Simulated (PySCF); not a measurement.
HSi, SMILES [SiH] (connectivity only; charge and spin as stated), charge +1, multiplicity 1.

The structure is a stationary point at r2SCAN-D4/def2-TZVPD.

Two levels are set side by side: TDA-PBE/def2-TZVPD (PySCF) and TDA-B3LYP/def2-TZVPD (PySCF). Vertical, same geometry. The lowest singlet is HOMO→LUMO 98 % with PBE and HOMO→LUMO+1 98 % with the other functional; states are paired by order. Differences are taken from unrounded values.

```
quantity                               TDA-B3LYP  TDA-PBE  TDA-PBE minus TDA-B3LYP
-------------------------------------  ---------  -------  -----------------------
lowest singlet excitation (eV)              3.41     3.32                    -0.09
lowest triplet excitation (TDA) (eV)        2.05     1.95                    -0.10
first bright state (f over 0.05) (eV)       9.76     9.47                    -0.30
its oscillator strength                     0.59     0.05                    -0.54
```

Rough cost on one machine, each run with all the roots and properties that it gave: TDA-B3LYP against TDA-PBE within a factor of 2.
